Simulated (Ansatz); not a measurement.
(BeS)2 ring (Be₂S₂). Charge 0, multiplicity 1. Geometry PBE0-D4/def2-TZVP; atoms count from 1.

Cartesian coordinates in Å:
```
Be 0.6065 -0.7034 -0.2907
S -0.4314 0.2798 -1.5777
Be -0.6065 0.7034 0.2907
S 0.4313 -0.2798 1.5777
```

Estimate the Mulliken populations from the PBE0/def2-TZVP orbitals of Ansatz.


```
atom  charge (e)
 Be1        0.18
  S2       -0.18
 Be3        0.18
  S4       -0.18
```
Mulliken values and Mayer orders depend strongly on the basis.

And the Mayer bond orders between bonded heavy atoms (over 0.3)?

Be1–S2 1.19 (1.92 Å); Be1–Be3 0.36 (1.95 Å); Be1–S4 1.19 (1.92 Å); S2–Be3 1.19 (1.92 Å); Be3–S4 1.19 (1.92 Å).
